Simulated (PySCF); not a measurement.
# Electron correlation in Se³⁺ (selenium, charge +3)

[Ar] 3d10 4s2 4p1, 2P determinant. Calculation: PySCF 2.14, in cc-pVDZ-PP with ECP10MDF (4s3p2d, 23 functions); scalar relativity through the core potential. Frozen: 3s2 3p6 3d10; 3 electrons correlated.

MP2 pair energies summed by pair of shells (mhartree):

```
 pair  energy  share (%)
4s-4s  -19.75       58.4
4s-4p  -14.06       41.6
```

Total MP2 correlation energy: -33.81 mhartree.

Same-spin part -2.08 and opposite-spin part -31.72 mhartree; SCS-MP2 scales them by 1/3 and 6/5 to -38.76 mhartree.

```
  level  correlation energy (mhartree)
   CCSD                         -49.25
    (T)                          -0.35
CCSD(T)                         -49.60
```

Diagnostics: T1 = 0.0067, D1 = 0.0163, largest double amplitude 0.096.

Cost of the coupled-cluster step: 0.11 s of wall time on 1 thread of Intel(R) Xeon(R) Platinum 8559C (shared host), for 3 correlated electrons.
